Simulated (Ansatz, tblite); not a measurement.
Cost and result up the ladder for B9N9 (started as a model of: (BN)9 cage of four- and six-membered rings) (18 atoms). Total charge 0; singlet. Geometry: PBE-D4/def2-SVP.

```xyz
18

B    -1.306   -1.433   -0.380
N    -1.108   -1.295    1.082
B    -1.706    0.030    0.688
N    -2.214   -0.314   -0.685
B    -1.011   -0.013   -1.537
N    -0.310   -1.344   -1.473
B     1.013   -1.259   -0.881
N     1.355   -1.850    0.459
B     0.318   -1.215    1.345
N     1.043    0.048    1.727
B     1.831   -0.461    0.581
N     1.841   -0.002   -0.828
B     0.346    1.250    1.305
N    -1.131    1.321    1.023
N    -0.334    1.272   -1.531
B     1.041    1.207   -0.920
N     0.859    2.164    0.226
B    -0.526    1.894   -0.201
```

Ansatz on 4 threads of AMD EPYC 9R45 on a shared host; xTB runs through tblite on one thread. Times are rough, summed over both states, and most runs start from the orbitals of an earlier one. PBE0-D4/def2-SVP serves as the yardstick here, not as an exact answer. The other state is a triplet.

The xTB rows come from tblite.

xTB has no spin-polarisation term.

```json
{"level": "GFN1-xTB", "functions": "72", "wall time": "0.033 s", "vertical triplet (eV)": "3.29", "difference from PBE0-D4/def2-SVP (eV)": "-2.07"}
{"level": "GFN2-xTB", "functions": "72", "wall time": "0.034 s", "vertical triplet (eV)": "3.26", "difference from PBE0-D4/def2-SVP (eV)": "-2.09"}
{"level": "PBE-D4/def2-SVP (with forces)", "functions": "252", "wall time": "16 s", "vertical triplet (eV)": "4.78", "difference from PBE0-D4/def2-SVP (eV)": "-0.58"}
{"level": "PBE0-D4/def2-SVP (with forces)", "functions": "252", "wall time": "17 s", "vertical triplet (eV)": "5.36", "difference from PBE0-D4/def2-SVP (eV)": "0.00"}
```
